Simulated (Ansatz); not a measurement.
`C[N][SiH2]Cl` radical, relaxed with UKS PBE0-D4/def2-TZVP in Ansatz from a PBE-D4/def2-SVP geometry. The force threshold is 0.005 eV/Å; the program also tests the step.

Charge 0, multiplicity 2.

Start:

```xyz
9

C    -0.760   -0.286    1.203
N    -0.209    0.667    0.309
Si    0.767    0.273   -1.089
Cl    0.083    1.419   -2.683
H    -0.728   -1.362    0.902
H    -0.226   -0.201    2.186
H    -1.813   -0.015    1.465
H     2.181    0.680   -0.784
H     0.706   -1.175   -1.510
```

```tsv
step	energy (eV)	largest force (eV/Å)	largest move (Å)
1	-22999.9355	0.636	0.000
2	-22999.9759	0.316	0.044
3	-22999.9804	0.133	0.025
4	-22999.9808	0.049	0.007
5	-22999.9810	0.017	0.007
6	-22999.9812	0.041	0.012
7	-22999.9815	0.100	0.037
8	-22999.9819	0.112	0.031
9	-22999.9824	0.128	0.059
10	-22999.9832	0.077	0.021
11	-22999.9845	0.025	0.045
12	-22999.9853	0.018	0.065
13 (rejected)	-22999.9846	0.125	0.113
14 (rejected)	-22999.9814	0.148	0.056
15	-22999.9856	0.005	0.028
16	-22999.9858	0.035	0.059
17	-22999.9858	0.018	0.005
18	-22999.9859	0.020	0.019
19	-22999.9860	0.015	0.006
20	-22999.9860	0.004	0.009
21	-22999.9860	0.009	0.020
22	-22999.9860	0.005	0.006
23	-22999.9860	0.002	0.002
```

End:

```xyz
9

C    -0.738   -0.281    1.202
N    -0.539    0.597    0.102
Si    0.659    0.263   -1.101
Cl    0.389    1.525   -2.686
H    -0.541   -1.344    1.002
H    -0.045    0.019    2.005
H    -1.746   -0.168    1.614
H     2.007    0.519   -0.531
H     0.554   -1.130   -1.607
```

Run time 68 s (4 threads of a server CPU on a shared host); peak host memory 0.48 GiB.
